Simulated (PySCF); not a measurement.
**CdSb at BP86**

Level: BP86. Cd def2-SVP with ECP28, Sb def2-SVP with ECP28; scalar-relativistic core potentials (PySCF 2.14).

| Item | Value |
| --- | --- |
| state | ⁴Σ⁻ (quartet), unpaired electrons σ ↑, π ↑↑ |
| bond length | 3.054 Å |
| harmonic wavenumber | 83.6 cm⁻¹ |
| force constant | 0.242 mdyn/Å |
| rotational constant Be | 0.03081 cm⁻¹ |
| anharmonicity ωexe | 0.808 cm⁻¹ |
| vibration–rotation constant αe | 0.000272 cm⁻¹ |
| well depth De to Cd + Sb | 0.24 eV |
| dissociation energy D0 | 0.24 eV |
| bond order (Mayer) | 0.67 |
| dipole moment (positive dipole means Cd(−)Sb(+)) | -0.29 D |

The bond is weak. Basis-set superposition, not corrected here, can be much of De in a small basis, most of all at correlated wavefunction levels. Functionals without a dispersion term scatter widely for such bonds, and LDA overbinds them. Spin–orbit coupling is left out, which matters for elements this heavy, above all for dissociation energies. The state was picked by a PBE0 search and need not be the measured ground state.
